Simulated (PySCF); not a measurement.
AlClH₂S₂, SMILES [SH][Al]([SH])[Cl]. The structure is a stationary point at PBE0-D3(BJ)/def2-SVP. One conformer was computed; it need not be the lowest.

These are PBE0-D3(BJ)/def2-SVP in PySCF values and carry that method's errors.

Harmonic wavenumbers (cm⁻¹): 129, 130, 155, 186, 249, 363, 550, 589, 665, 690, 2711, 2716. Rotational constants (GHz): 2.203, 2.081, 1.070; symmetry number 2.

**Question.** Work out the zero-point energy and the ideal-gas rigid-rotor harmonic-oscillator thermochemistry at 298.15 K and 1 atm.

**Answer.** ZPE = ½ Σ hcν = ½ × 9134 cm⁻¹ = 13.06 kcal/mol. H − E(el) = 17.95 kcal/mol. Entropy in cal/(mol K): translation 40.47, rotation 27.20, vibration 15.31, total 82.97. G − E(el) = -6.79 kcal/mol. Cp = 22.81 cal/(mol K). Modes under 150 cm⁻¹ make the vibrational entropy uncertain.
